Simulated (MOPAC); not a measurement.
MOPAC input (PM7):

```
PM7 FORCE THERMO(298,298) PRECISE LET UHF MS=0.5 GEO-OK AUX(PRECISION=9) THREADS=1
CH4FSi

C     1.49637290 1    0.35026038 1    0.15171377 1
Si   -0.30199334 1    0.31862299 1    0.15844380 1
F    -0.81384781 1   -1.03030472 1   -0.47302892 1
H     2.08217402 1   -0.47028963 1   -0.24081687 1
H     2.08490690 1    1.17172019 1    0.53022433 1
H    -0.77890467 1    0.43368171 1    1.53583858 1
H    -0.80487192 1    1.45144903 1   -0.61726469 1
```

From the output:

```
     H    7   3.081085

          HEAT OF FORMATION =     -71.742766 KCALS/MOLE

          ZERO POINT ENERGY      25.391 KCAL/MOL

           NORMAL COORDINATE ANALYSIS (Total motion = 1 Angstrom)

   Root No.       1         2         3         4         5         6         7         8

                 1 A"      1 A'      2 A"      3 A"      2 A'      3 A'      4 A'      4 A"

                  88.7     262.4     507.9     719.7     726.6     767.8     810.3     817.7

   x  C    1   -0.0000   -0.0532    0.0000   -0.0000    0.1049    0.1045    0.0108   -0.0000
   y  C    1    0.0000   -0.1082   -0.0000    0.0000    0.0369   -0.0661    0.0290    0.0000
   z  C    1   -0.0028    0.0000    0.0142   -0.0042    0.0000   -0.0001    0.0000   -0.0882
   x Si    2    0.0000   -0.0515   -0.0000    0.0000   -0.0248   -0.0617   -0.0252    0.0000
   y Si    2   -0.0000    0.0605    0.0000   -0.0000    0.0158    0.0137    0.0099   -0.0000
   z Si    2    0.0116   -0.0000   -0.0409    0.0223   -0.0000    0.0000   -0.0000    0.0156
   x  F    3   -0.0000    0.1237    0.0000    0.0000   -0.0215    0.0111   -0.0030   -0.0000
   y  F    3    0.0000   -0.0029   -0.0000    0.0000   -0.0259    0.0007   -0.0272    0.0000
   z  F    3   -0.0209   -0.0000    0.0209   -0.0297   -0.0000    0.0000   -0.0000   -0.0005
   x  H    4    0.0000   -0.1976    0.0000    0.0000   -0.0866    0.3769   -0.1031    0.0000
   y  H    4   -0.0001   -0.2034   -0.0000   -0.0000   -0.0882    0.1395   -0.0453   -0.0001
   z  H    4    0.4097    0.0001    0.1073    0.0532    0.0000   -0.0000    0.0000    0.3372
   x  H    5   -0.0000    0.0875    0.0000    0.0000    0.2825   -0.2067    0.0949    0.0000
   y  H    5    0.0001   -0.2072   -0.0000   -0.0000   -0.1028    0.1531   -0.0382   -0.0001
   z  H    5   -0.4063   -0.0000    0.1670    0.0770   -0.0000    0.0000   -0.0000    0.3346
   x  H    6   -0.0411   -0.0764   -0.2541   -0.2469   -0.1737    0.0472    0.3186    0.1086
   y  H    6    0.0360    0.0345    0.1345   -0.3153   -0.1003    0.0507   -0.0126    0.0125
   z  H    6    0.0505   -0.0018    0.1511   -0.0709   -0.0065   -0.0175   -0.1440   -0.0241
   x  H    7    0.0411   -0.0764    0.2542    0.2469   -0.1737    0.0472    0.3186   -0.1086
   y  H    7   -0.0360    0.0346   -0.1346    0.3154   -0.1003    0.0507   -0.0127   -0.0125
   z  H    7    0.0505    0.0017    0.1510   -0.0708    0.0064    0.0176    0.1439   -0.0241

   Root No.       9        10        11        12        13        14        15

                 5 A'      6 A'      7 A'      5 A"      8 A'      9 A'     10 A'

                 824.3     919.2    1292.6    2298.2    2307.7    2681.8    2736.2

   x  C    1    0.0175    0.0495   -0.0569    0.0000    0.0012    0.0011   -0.0375
   y  C    1    0.0198    0.0424    0.0005   -0.0000   -0.0000   -0.0617   -0.0032
   z  C    1    0.0000    0.0000    0.0000   -0.0011    0.0000    0.0000   -0.0000
   x Si    2   -0.0083   -0.0772   -0.0039   -0.0000    0.0104    0.0002   -0.0021
   y Si    2   -0.0104   -0.1527   -0.0006    0.0000   -0.0157   -0.0009   -0.0002
   z Si    2   -0.0000   -0.0000   -0.0000   -0.0268   -0.0000   -0.0000    0.0000
   x  F    3   -0.0033    0.0728    0.0008   -0.0000    0.0002    0.0001    0.0001
   y  F    3   -0.0301    0.2090    0.0004    0.0000   -0.0009    0.0000    0.0002
   z  F    3   -0.0000    0.0000    0.0000   -0.0010    0.0000   -0.0000   -0.0000
   x  H    4   -0.0553   -0.1512    0.3784   -0.0000   -0.0001   -0.2811    0.2268
   y  H    4   -0.0291   -0.0895    0.2543   -0.0000   -0.0059    0.4090   -0.3882
   z  H    4    0.0000    0.0000    0.0001   -0.0006    0.0000    0.0002   -0.0002
   x  H    5    0.0812    0.2037    0.3648    0.0000   -0.0015    0.2613    0.2721
   y  H    5   -0.0300   -0.0910   -0.2622   -0.0000    0.0013    0.3504    0.4270
   z  H    5   -0.0000    0.0000   -0.0001    0.0003   -0.0000    0.0001    0.0001
   x  H    6    0.0302    0.0674    0.0138    0.1628   -0.1538   -0.0010    0.0018
   y  H    6    0.3405   -0.0042    0.0054   -0.2403    0.2302    0.0006   -0.0003
   z  H    6    0.1885    0.0244   -0.0073    0.3887   -0.3989   -0.0016    0.0009
   x  H    7    0.0302    0.0674    0.0138   -0.1627   -0.1538   -0.0011    0.0018
   y  H    7    0.3406   -0.0043    0.0055    0.2401    0.2300    0.0006   -0.0004
   z  H    7   -0.1884   -0.0243    0.0072    0.3888    0.3990    0.0015   -0.0007

           MASS-WEIGHTED COORDINATE ANALYSIS (NORMAL COORDINATES)

   Root No.       1         2         3         4         5         6         7         8

                 1 A"      1 A'      2 A"      3 A"      2 A'      3 A'      4 A'      4 A"

                  88.7     262.4     507.9     719.7     726.6     767.8     810.3     817.7

   x  C    1   -0.0000   -0.2078    0.0000   -0.0000    0.5880    0.4938    0.0668   -0.0000
   y  C    1    0.0000   -0.4222   -0.0000    0.0000    0.2068   -0.3125    0.1786    0.0001
   z  C    1   -0.0163    0.0001    0.0885   -0.0237    0.0002   -0.0003    0.0001   -0.5142
   x Si    2    0.0000   -0.3072   -0.0000    0.0000   -0.2130   -0.4457   -0.2375    0.0000
   y Si    2   -0.0000    0.3607    0.0001   -0.0001    0.1355    0.0989    0.0937   -0.0000
   z Si    2    0.1026   -0.0000   -0.3891    0.1935   -0.0001    0.0001   -0.0000    0.1396
   x  F    3   -0.0000    0.6071    0.0000    0.0000   -0.1519    0.0658   -0.0229   -0.0000
   y  F    3    0.0000   -0.0140   -0.0000    0.0000   -0.1827    0.0040   -0.2111    0.0000
   z  F    3   -0.1521   -0.0000    0.1634   -0.2120   -0.0000    0.0000   -0.0000   -0.0036
   x  H    4    0.0001   -0.2233    0.0000    0.0000   -0.1407    0.5159   -0.1840    0.0000
   y  H    4   -0.0002   -0.2299   -0.0000   -0.0000   -0.1432    0.1910   -0.0809   -0.0001
   z  H    4    0.6866    0.0001    0.1934    0.0875    0.0001   -0.0001    0.0000    0.5699
   x  H    5   -0.0001    0.0988    0.0000    0.0000    0.4589   -0.2830    0.1694    0.0000
   y  H    5    0.0002   -0.2342   -0.0001   -0.0000   -0.1669    0.2096   -0.0682   -0.0001
   z  H    5   -0.6809   -0.0000    0.3011    0.1266   -0.0000    0.0000   -0.0000    0.5654
   x  H    6   -0.0688   -0.0863   -0.4582   -0.4057   -0.2821    0.0646    0.5686    0.1835
   y  H    6    0.0603    0.0390    0.2425   -0.5182   -0.1630    0.0694   -0.0226    0.0212
   z  H    6    0.0846   -0.0021    0.2725   -0.1166   -0.0105   -0.0239   -0.2569   -0.0407
   x  H    7    0.0688   -0.0864    0.4582    0.4057   -0.2822    0.0647    0.5686   -0.1835
   y  H    7   -0.0603    0.0391   -0.2426    0.5182   -0.1629    0.0694   -0.0226   -0.0211
   z  H    7    0.0846    0.0020    0.2723   -0.1164    0.0103    0.0240    0.2568   -0.0407

   Root No.       9        10        11        12        13        14        15

                 5 A'      6 A'      7 A'      5 A"      8 A'      9 A'     10 A'

                 824.3     919.2    1292.6    2298.2    2307.7    2681.8    2736.2

   x  C    1    0.1027    0.1246   -0.2931    0.0000    0.0058    0.0055   -0.1875
   y  C    1    0.1161    0.1067    0.0026   -0.0000   -0.0000   -0.3065   -0.0158
   z  C    1    0.0001    0.0001    0.0001   -0.0054    0.0000    0.0001   -0.0000
   x Si    2   -0.0747   -0.2969   -0.0306   -0.0000    0.0794    0.0019   -0.0161
   y Si    2   -0.0934   -0.5879   -0.0047    0.0001   -0.1197   -0.0069   -0.0013
   z Si    2   -0.0001   -0.0001   -0.0002   -0.2017   -0.0001   -0.0001    0.0002
   x  F    3   -0.0246    0.2305    0.0054   -0.0000    0.0014    0.0006    0.0008
   y  F    3   -0.2220    0.6617    0.0026    0.0000   -0.0056    0.0000    0.0015
   z  F    3   -0.0000    0.0000    0.0002   -0.0061    0.0000   -0.0000   -0.0003
   x  H    4   -0.0939   -0.1102    0.5645   -0.0000   -0.0001   -0.4045    0.3289
   y  H    4   -0.0494   -0.0653    0.3794   -0.0000   -0.0085    0.5887   -0.5630
   z  H    4    0.0000    0.0000    0.0001   -0.0009    0.0000    0.0003   -0.0003
   x  H    5    0.1379    0.1485    0.5442    0.0000   -0.0021    0.3761    0.3945
   y  H    5   -0.0510   -0.0663   -0.3912   -0.0000    0.0019    0.5043    0.6193
   z  H    5   -0.0000    0.0000   -0.0002    0.0004   -0.0000    0.0001    0.0002
   x  H    6    0.0514    0.0491    0.0206    0.2324   -0.2217   -0.0015    0.0026
   y  H    6    0.5782   -0.0031    0.0081   -0.3431    0.3317    0.0008   -0.0004
   z  H    6    0.3201    0.0178   -0.0110    0.5549   -0.5748   -0.0022    0.0013
   x  H    7    0.0513    0.0491    0.0206   -0.2323   -0.2216   -0.0015    0.0027
   y  H    7    0.5784   -0.0031    0.0082    0.3428    0.3315    0.0009   -0.0006
   z  H    7   -0.3199   -0.0178    0.0108    0.5551    0.5750    0.0021   -0.0011

          DESCRIPTION OF VIBRATIONS

 VIBRATION          1    1A"         ATOM PAIR     ENERGY CONTRIBUTION    RADIAL
 FREQUENCY            88.72         C 1 -- H 4         +46.4% (382.2%)      0.0%
 TRANSITION DIPOLE   0.0689         C 1 -- H 5         +45.0% (376.1%)      0.0%
 TRAVEL (Ang.)       0.0000         Si2 -- H 6          +2.7% ( 92.2%)     50.2%
 REDUCED MASS        0.4544         Si2 -- H 7          +2.7% ( 92.2%)     50.2%
 EFFECTIVE MASS     11.4636
 FORCE CONSTANT      0.0021

 VIBRATION          2    1A'         ATOM PAIR     ENERGY CONTRIBUTION    RADIAL
 FREQUENCY           262.39         C 1 -- Si2         +31.4% (187.7%)      1.6%
 TRANSITION DIPOLE   0.3893         C 1 -- H 4         +25.5% (169.3%)     78.9%
 TRAVEL (Ang.)       0.2363         C 1 -- H 5         +17.3% (139.5%)     82.6%
 REDUCED MASS        4.6033         Si2 -- F 3         +10.6% (108.9%)      0.2%
 EFFECTIVE MASS     43.3756
 FORCE CONSTANT      0.1867

 VIBRATION          3    2A"         ATOM PAIR     ENERGY CONTRIBUTION    RADIAL
 FREQUENCY           507.93         Si2 -- H 6         +38.8% ( 87.4%)     10.5%
 TRANSITION DIPOLE   0.0539         Si2 -- H 7         +38.8% ( 87.4%)     10.5%
 TRAVEL (Ang.)       0.3830         C 1 -- Si2          +9.5% ( 43.3%)      0.0%
 REDUCED MASS        0.9050         Si2 -- F 3          +9.5% ( 43.2%)      0.0%
 EFFECTIVE MASS      6.0848
 FORCE CONSTANT      0.1376

 VIBRATION          4    3A"         ATOM PAIR     ENERGY CONTRIBUTION    RADIAL
 FREQUENCY           719.70         Si2 -- H 6         +47.0% ( 71.0%)      3.6%
```
